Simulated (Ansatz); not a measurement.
Reactions of `O[SiH](F)[SiH3]`.

Gas-phase electronic energies from Ansatz, PBE0-D4/def2-TZVP geometries. CBS: MP2 limit from def2 TZ/QZ plus the TZ coupled-cluster correction, frozen cores. This one scheme is used for every species, atoms too. Functionals use def2-TZVPP. No spin–orbit coupling; open shells (•) take unrestricted orbitals. Spin–orbit coupling would lower the free atoms: a little for F, O, Si. One conformer a species, not always the lowest.

| reaction | B2PLYP (eV) | PBE0-D4 (eV) |
| --- | --- | --- |
| `O[SiH](F)[SiH3]` + HCl → `F[SiH]([SiH3])Cl` + H₂O | 0.07 | -0.03 |
| `O[SiH](F)[SiH3]` + `S[SiH2]Cl` → `O[SiH](F)S[SiH2]Cl` + SiH₄ | -0.86 | -0.83 |
| `O[SiH](F)[SiH3]` + `C=C(S)Cl` → `C=C(Cl)S[SiH3]` + `O[SiH2]F` | -0.67 | -0.59 |
| `O[SiH](F)[SiH3]` → F• + 5 H• + O• + 2 Si• | 31.38 | 31.24 |

(1) Give the CCSD(T)/CBS values in the same order. (An estimate is asked.)

Largest T1 diagnostic: 0.013, for `O[SiH](F)[SiH3]`.

Answers

(1) The calculation gave: 0.01, -0.89, -0.69, 31.98 eV.
